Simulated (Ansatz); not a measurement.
Two isomers of CH9FSi3: A = `FC([SiH3])[SiH2][SiH3]`, B = `FC[SiH]([SiH3])[SiH3]`.

Isolated molecules relaxed with PBE0-D4/def2-TZVP in Ansatz; ΔE leaves out vibrations. CBS: MP2 limit from def2 TZ/QZ plus the TZ coupled-cluster correction, frozen cores. Functionals use def2-TZVPP. B3LYP here is the variant with VWN-RPA as its local correlation; programs differ in this. Each species was taken in one conformer, which may not be the lowest.

Which isomer does CCSD(T)/CBS put lower? Give the gap. (Estimate.)

Computed: B, by 4.7 kcal/mol.

Give E(B) − E(A) in kcal/mol with ωB97M-V, HF/def2-TZVPP, PBE-D4, MP2/def2-TZVPP, PBE0-D4, CCSD/def2-TZVPP, B3LYP-D4. (An estimate is asked.)

Ansatz gave: ωB97M-V -3.5, HF/def2-TZVPP -4.4, PBE-D4 -6.9, MP2/def2-TZVPP -4.2, PBE0-D4 -6.8, CCSD/def2-TZVPP -4.9, B3LYP-D4 -4.7. None reverses the order clearly.

Largest T1 diagnostic: 0.013.
